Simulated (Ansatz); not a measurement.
Ansatz (a program for electronic structure) input:

Ansatz 0.2 input:
```yaml
crystal:
  periodic: [false, false, false]
  atoms:
    - {symbol: O, position_ang: [2.01443540, -0.26509483, 0.08234535]}
    - {symbol: C, position_ang: [0.83515772, -0.11837921, 0.03421504]}
    - {symbol: C, position_ang: [-0.49970600, -0.63012592, -0.02827214]}
    - {symbol: C, position_ang: [-0.33261910, 0.70843444, -0.00597965]}
    - {symbol: H, position_ang: [-1.21788845, -1.41871089, -0.06782083]}
    - {symbol: H, position_ang: [-0.83634820, 1.64906406, -0.01717821]}
basis:
  gaussian:
    orbitals: def2-TZVP
hamiltonian:
  xc: b3lyp
  dispersion: d3bj
relax: {f_tol: 0.002, max_steps: 150}
```

### Question
Predict the final energy.

### Answer
-190.72818 Eh (B3LYP-D3(BJ)/def2-TZVP). The basis has 136 functions. The run takes about 22 core-seconds (a rough figure).
